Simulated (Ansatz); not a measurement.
Consider the substitution at a C–Si bond: `C=C(S)[SiH2][SiH3]` + HI → `C=C(S)I` + disilane.

Isolated molecules relaxed with PBE0-D4/def2-TZVP in Ansatz; ΔE leaves out vibrations. CCSD(T)/CBS is the MP2 limit (def2-TZVPP, def2-QZVPP) plus CCSD(T) − MP2 in def2-TZVPP, frozen cores. Functionals use def2-TZVPP. Elements past krypton have def2 core potentials. For I outer-core shells are correlated without core-valence functions, which leaves a few kJ/mol of doubt a bond. One conformer a species, not always the lowest.

```json
{"level": "PBE-D4", "ΔE (eV)": "0.49"}
{"level": "r2SCAN-D4", "ΔE (eV)": "0.53"}
```

What does CCSD(T)/CBS give? (An estimate is asked.)

Ansatz gave: +0.49 eV. The listed levels differ from it by 0.00, 0.04 eV.

Largest T1 diagnostic among the species: 0.013.

From PBE to PBE0 (25 % exact exchange), in def2-TZVPP and without D4, ΔE moves by +0.05 eV. The D4 term adds +0.05 eV with B3LYP and +0.03 eV with PBE0; it sums over pairs of atoms, weighted by their polarisabilities, and B3LYP, whose exchange is more repulsive, gets the larger term. In def2-TZVPP, CCSD(T) changes the Hartree–Fock value by −0.05 eV (the triples alone add −0.02 eV) and MP2 by −0.11 eV.

B3LYP here is the variant with VWN-RPA as its local correlation; programs differ in this.
